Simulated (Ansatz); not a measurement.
Input for Ansatz (a quantum-chemistry and plane-wave program): R-CCSD(T)/cc-pV(D+d)Z on SO2 (SMILES O=S=O). The basis file is the Basis Set Exchange's JSON of that set.

Ansatz 0.2 input:
```yaml
crystal:
  periodic: [false, false, false]
  atoms:
    - {symbol: O, position_ang: [-1.22818310, 0.29198459, -0.00000000]}
    - {symbol: S, position_ang: [-0.01904768, -0.48729362, 0.00000000]}
    - {symbol: O, position_ang: [1.24713078, 0.19540903, -0.00000000]}
basis:
  gaussian:
    orbitals: cc-pV_D+d_Z.json
magnetization: {spin_polarized: false}
correlation: {method: ccsd_t, electrons: outside_noble_gas}
scf: {lower_state_search: off}
```

Output:

```
WARN ansatz: RAYON_NUM_THREADS=1 ignored (pool sized by the plan → 1); use --threads N
Functional definition: HF
these checks for a lower state are left out or cut short: stability, starts, cluster_reference, orbital_swaps, neighbouring_geometries, increment
integrals: 0.02 GiB planned
484 factors; integrals over basis functions are off by at most 9.4e-4 eV
mean field: 0.08 GiB planned
mean field evaluation 1: about -14886.7996 eV, gradient 4.3e1 eV
mean field evaluation 2: about -14886.8097 eV, gradient 4.3e1 eV
mean field evaluation 4: about -14890.2903 eV, gradient 2.5e0 eV
mean field evaluation 8: about -14890.3127 eV, gradient 2.1e-4 eV
mean field -14890.31265784 eV, -547.2088971591 hartree, gradient 3.5e-6 eV, S^2 0.000000; 0 other end points of the search recorded, 0 dependent functions left out
7 core orbitals not correlated
reference -14890.31265784 eV, -547.2088971591 hartree; 9, 9 occupied and 35, 35 virtual orbitals, 484 factors
second order -14.18245331 eV of doubles, -0.00000000 eV of singles
coupled cluster: 0.09 GiB planned
cycle   1  -13.44896526 eV  change    7.3e-1 eV  update   1.4e-1
cycle   2  -14.00261507 eV  change   -5.5e-1 eV  update   5.2e-2
cycle   3  -14.14350401 eV  change   -1.4e-1 eV  update   2.2e-2
cycle   4  -14.12644236 eV  change    1.7e-2 eV  update   5.6e-3
cycle   5  -14.12711834 eV  change   -6.8e-4 eV  update   2.3e-3
cycle   6  -14.12697334 eV  change    1.4e-4 eV  update   5.1e-4
cycle   7  -14.12647522 eV  change    5.0e-4 eV  update   1.8e-4
cycle   8  -14.12649690 eV  change   -2.2e-5 eV  update   5.1e-5
cycle   9  -14.12649895 eV  change   -2.0e-6 eV  update   1.6e-5
perturbative correction -0.56504022 eV, -0.0207648451 hartree
Total energy: -14905.00419700 eV, -547.7488012652 hartree
Checks for a lower state left out: stability, starts, cluster_reference, orbital_swaps, neighbouring_geometries, increment
```

The run converged.

Cost: around 1.1 core-seconds (rough).
